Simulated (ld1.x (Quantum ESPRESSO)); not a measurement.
# What one change does to a pseudopotential (gallium, PAW)

```
Element                 : gallium
Generator               : ld1.x (Quantum ESPRESSO) 7.5
Type                    : PAW
Functional              : PBE
Relativity              : scalar-relativistic
Frozen core             : [Ar]
Valence charge          : 13
Reference configuration : 3d10 4s2 4p1
Partial waves           : 4s (bound): rcut 1.25, rcutus 1.60 bohr; 4s channel at 0.15 Ry: rcut 1.25, rcutus 1.60 bohr; 4p (bound): rcut 2.35, rcutus 2.95 bohr; 4p channel at 1.65 Ry: rcut 2.35, rcutus 2.95 bohr; 3d (bound): rcut 0.80, rcutus 0.95 bohr; 3d channel at -1 Ry: rcut 0.80, rcutus 0.95 bohr
Local potential         : all-electron potential smoothed inside 2.70 bohr (lloc = -2)
Core correction         : a·sin(br)/r model core, default radius (ld1.x builds one for every PAW set, though the input has nlcc=.false.)
Augmentation charge     : PSQ, radius 0.75 bohr
```

Change: waves 4p (bound): rcut 2.24, rcutus 2.38 bohr; 4p channel at 1.65 Ry: rcut 2.24, rcutus 2.38 bohr.

Cutoffs: the cutoffs (Ry, on a coarse ladder) from which the occupation-weighted sum of valence levels, in a spherical-Bessel basis at the reference potential, stays within 10 and 1 mRy of its value at 400 Ry; they do not see the model core or the augmentation charge, which bear on the density cutoff. Errors are all-electron minus pseudo energies relative to the spin-unpolarised reference configuration.

How do hardness, ghosts and transferability respond?

The potential gets neither clearly harder nor softer (180 Ry and 300 Ry → 180 Ry and 300 Ry); the errors of the 7 common tests hardly move; neither file shows a bound ghost.

```csv
quantity,base,changed
"cutoff, loose",180 Ry,180 Ry
"cutoff, tight",300 Ry,300 Ry
bound ghosts,none,none
"error for 3d10 4s2 4p0, meV [ΔE 5.69 eV]",-0.7,-0.7
"error for 3d10 4s1 4p0, meV [ΔE 26.82 eV]",-5.1,-4.9
"error for 3d10 4s0 4p0, meV [ΔE 58.09 eV]",-15,-15
"error for 3d10 4s0 4p3, meV [ΔE 13.37 eV]",-2.3,-2.1
"error for 3d9 4s2 4p1, meV [ΔE 27.70 eV]",-314,-313
"error for 3d10 4s1 4p1, meV [ΔE 13.06 eV]",-1.7,-1.9
"error for 3d10 4s2 4p0.5, meV [ΔE 2.03 eV]",-0.2,-0.2
lowest overlap eigenvalue by channel,"s 0.14, p 0.58, d 1.00","s 0.14, p 0.70, d 1.00"
```
